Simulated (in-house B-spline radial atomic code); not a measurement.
Relativistic effects in K5+, [Ne] 3s2 3p2: non-relativistic Hartree-Fock (point nucleus) against Dirac-Hartree-Fock (Fermi nucleus of rms radius 3.4349 fm), both averages of the configuration, computed with an all-electron radial atomic-structure program (B-spline basis).

```tsv
orbital	ε NR (Eh)	ε Dirac (Eh)	<r> NR (bohr)	<r> Dirac (bohr)	change of <r> (%)
1s1/2	-136.84	-137.49	0.08144	0.08094	-0.6
2s1/2	-17.64	-17.76	0.3846	0.3822	-0.6
2p1/2	-14.668	?	0.3483	?	?
2p3/2	-14.668	-14.642	0.3483	0.3482	0.0
3s1/2	-4.2483	-4.2671	1.151	1.147	-0.4
3p1/2	-3.5915	-3.6029	1.204	1.199	-0.4
3p3/2	-3.5915	?	1.204	?	?
```

(1) What happens to 2p1/2?

(2) What happens to 3p3/2?

(3) What explains the pattern of contraction and expansion?

(4) By how much does the total energy change?

Results:

(1) Its energy goes to -14.752 hartree and <r> to 0.3459 bohr (-0.68 %).

(2) Its energy goes to -3.5889 hartree and <r> to 1.204 bohr (+0.00 %).

(3) The s and p1/2 orbitals contract directly, as their density near the nucleus moves at relativistic speed. Nothing expands appreciably in this ion.

(4) By -2.3595 hartree, from -591.045 to -593.404.
